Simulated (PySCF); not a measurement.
scandium atom (Sc), doublet; PySCF with TPSS/cc-pVTZ.

The PySCF input:
```python
from pyscf import gto, scf, dft

mol = gto.M(
    atom='''
Sc    0.00000000    0.00000000    0.00000000
''',
    basis='cc-pvtz',
    spin=1,
    verbose=4,
)

mf = dft.UKS(mol)
mf.xc = 'tpss'
mf.init_guess = 'mod_huckel'
mf.kernel()
```

What the program printed (banner, timings and long lists left out):

```
PySCF version 2.14.0

[INPUT] verbose = 4
[INPUT] num. atoms = 1
[INPUT] num. electrons = 21
[INPUT] charge = 0
[INPUT] spin (= nelec alpha-beta = 2S) = 1
[INPUT] symmetry False subgroup None
[INPUT] Mole.unit = angstrom
[INPUT] Symbol           X                Y                Z      unit          X                Y                Z       unit  Magmom
[INPUT]  1 Sc     0.000000000000   0.000000000000   0.000000000000 AA    0.000000000000   0.000000000000   0.000000000000 Bohr   0.0

nuclear repulsion = 0
number of shells = 9
number of NR pGTOs = 131
number of NR cGTOs = 68
basis = cc-pvtz
ecp = {}

******** <class 'pyscf.dft.uks.UKS'> ********
method = UKS
initial guess = mod_huckel
damping factor = 0
level_shift factor = 0
DIIS = <class 'pyscf.scf.diis.CDIIS'>
diis_start_cycle = 1
diis_space = 8
diis_damp = 0
SCF conv_tol = 1e-09
SCF conv_tol_grad = None
SCF max_cycles = 50
direct_scf = True
direct_scf_tol = 1e-13
number electrons alpha = 11  beta = 10
XC library pyscf.dft.libxc version 7.1.2
    S. Lehtola, C. Steigemann, M. J. T. Oliveira, and M. A. L. Marques,  SoftwareX 7, 1–5 (2018)
XC functionals = tpss
    J. Tao, J. P. Perdew, V. N. Staroverov, and G. E. Scuseria,  Phys. Rev. Lett. 91, 146401 (2003)
    J. P. Perdew, J. Tao, V. N. Staroverov, and G. E. Scuseria,  J. Chem. Phys. 120, 6898 (2004)
    J. Tao, J. P. Perdew, V. N. Staroverov, and G. E. Scuseria,  Phys. Rev. Lett. 91, 146401 (2003)
    J. P. Perdew, J. Tao, V. N. Staroverov, and G. E. Scuseria,  J. Chem. Phys. 120, 6898 (2004)
radial grids:
    Treutler-Ahlrichs [JCP 102, 346 (1995); DOI:10.1063/1.469408] (M4) radial grids

becke partition: Becke, JCP 88, 2547 (1988); DOI:10.1063/1.454033
pruning grids: <function nwchem_prune>
grids dens level: 3
symmetrized grids: False
atomic radii adjust function: <function treutler_atomic_radii_adjust>
small_rho_cutoff = 0
Set gradient conv threshold to 3.16228e-05
Initial guess from on-the-fly Huckel, doi:10.1021/acs.jctc.8b01089,
employing the updated GWH rule from doi:10.1021/ja00480a005.
Spherically averaged atomic HF for {'Sc'}

******** <class 'pyscf.scf.atom_hf.AtomSphAverageRHF'> ********
method = AtomSphAverageRHF
initial guess = minao
damping factor = 0
level_shift factor = 0
DIIS = <class 'pyscf.scf.diis.CDIIS'>
diis_start_cycle = 1
diis_space = 8
diis_damp = 0
SCF conv_tol = 1e-09
SCF conv_tol_grad = None
SCF max_cycles = 50
direct_scf = True
direct_scf_tol = 1e-13
atom = Sc
Set gradient conv threshold to 3.16228e-05
Initial guess from minao.
init E= -759.460865080824
cycle= 1 E= -759.553421122741  delta_E= -0.0926  |g|=    0  |ddm|= 3.13
cycle= 2 E= -759.555137030661  delta_E= -0.00172  |g|=    0  |ddm|= 0.994
cycle= 3 E= -759.555328992229  delta_E= -0.000192  |g|=    0  |ddm|= 0.0792
cycle= 4 E= -759.55535296384  delta_E= -2.4e-05  |g|=    0  |ddm|= 0.0321
cycle= 5 E= -759.555353035218  delta_E= -7.14e-08  |g|=    0  |ddm|= 0.00751
cycle= 6 E= -759.555353036099  delta_E= -8.82e-10  |g|=    0  |ddm|= 0.000496
Extra cycle  E= -759.55535303613  delta_E= -3.05e-11  |g|=    0  |ddm|= 6.34e-05
Atomic HF for atom  Sc  converged. SCF energy = -759.55535303613

tot grids = 20640
init E= -760.487910987334

cycle= 1 E= -759.837690758147  delta_E= 0.65  |g|= 1.12  |ddm|= 2.93
cycle= 2 E= -759.168030511334  delta_E= 0.67  |g|= 1.77  |ddm|= 12.2
cycle= 3 E= -760.577524411582  delta_E= -1.41  |g|= 0.388  |ddm|= 11.1
cycle= 4 E= -760.632683980397  delta_E= -0.0552  |g|= 0.104  |ddm|= 1.75
cycle= 5 E= -760.639045431361  delta_E= -0.00636  |g|= 0.0311  |ddm|= 0.575
cycle= 6 E= -760.639496382264  delta_E= -0.000451  |g|= 0.00518  |ddm|= 0.12
cycle= 7 E= -760.639523088634  delta_E= -2.67e-05  |g|= 0.00149  |ddm|= 0.031
cycle= 8 E= -760.639538314508  delta_E= -1.52e-05  |g|= 0.00186  |ddm|= 0.0162
cycle= 9 E= -760.639512668366  delta_E= 2.56e-05  |g|= 0.000735  |ddm|= 0.0623
cycle= 10 E= -760.639511341154  delta_E= 1.33e-06  |g|= 9.76e-05  |ddm|= 0.0142
cycle= 11 E= -760.639511352498  delta_E= -1.13e-08  |g|= 4.85e-05  |ddm|= 0.00266
cycle= 12 E= -760.639511355362  delta_E= -2.86e-09  |g|= 3.41e-05  |ddm|= 0.00037
cycle= 13 E= -760.63951135661  delta_E= -1.25e-09  |g|= 2.69e-05  |ddm|= 0.000179
cycle= 14 E= -760.639511362718  delta_E= -6.11e-09  |g|= 6.75e-06  |ddm|= 0.00162
cycle= 15 E= -760.639511362852  delta_E= -1.34e-10  |g|= 1.14e-06  |ddm|= 0.000231
Extra cycle  E= -760.639511362859  delta_E= -6.93e-12  |g|= 1.01e-06  |ddm|= 1.29e-05
converged SCF energy = -760.639511362859  <S^2> = 0.7522231  2S+1 = 2.0022219
```
